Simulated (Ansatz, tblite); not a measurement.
Forces on TiCl₃ at its PBE-D4/def2-SVP geometry. Total charge 0; doublet.

The xTB rows come from tblite. B3LYP takes the VWN-RPA correlation. The structure comes from a short search, and lower isomers may exist.

GFN1-xTB (tblite), largest force 0.79 eV/Å:

```xyz
4
positions Å, forces eV/Å
Ti    0.002   -0.001    0.000   -0.004   -0.001   -0.001
Cl    0.673   -1.178   -1.720   -0.242    0.424    0.622
Cl   -0.420   -0.986    1.909    0.153    0.352   -0.687
Cl   -0.255    2.165   -0.189    0.093   -0.774    0.067
```

GFN2-xTB (tblite), largest force 0.83 eV/Å:

```
Ti -0.001 0.000 0.000
Cl -0.255 0.445 0.653
Cl 0.160 0.370 -0.722
Cl 0.097 -0.815 0.070
```

B3LYP-D4/def2-TZVP (Ansatz), largest force 0.23 eV/Å:

```
Ti -0.001 -0.002 -0.001
Cl 0.068 -0.119 -0.171
Cl -0.041 -0.104 0.193
Cl -0.025 0.225 -0.021
```
